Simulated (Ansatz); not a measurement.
Basis-set series for Cl6GeH2Si2, SMILES `Cl[Si](Cl)(Cl)[GeH2][Si](Cl)(Cl)Cl`. The species carries charge 0 and has multiplicity 1. The geometry is a stationary point of PBE0-D4/def2-TZVP. It is one conformer, not always the lowest.

| functional | basis | functions | energy (Eh) | HOMO (eV) | LUMO (eV) |
| --- | --- | --- | --- | --- | --- |
| PBE0-D4 | def2-SVP | 186 | -5416.03019 | -8.35 | -1.01 |
| PBE0-D4 | def2-QZVPP | 709 | -5417.60187 | -8.42 | -1.28 |
| ωB97M-V | def2-SVP | 186 | -5417.15429 | -10.24 | 0.90 |
| ωB97M-V | def2-QZVPP | 709 | -5418.70560 | -10.36 | 0.53 |

Task: Give the rows for def2-TZVPP. (Best estimate.)

Result: Ansatz gave: 
| functional | basis | functions | energy (Eh) | HOMO (eV) | LUMO (eV) |
| --- | --- | --- | --- | --- | --- |
| PBE0-D4 | def2-TZVPP | 412 | -5417.45784 | -8.39 | -1.20 |
| ωB97M-V | def2-TZVPP | 412 | -5418.56783 | -10.32 | 0.65 |

Positive LUMOs are unbound and depend on the basis. Scalar relativity is left out up to krypton.
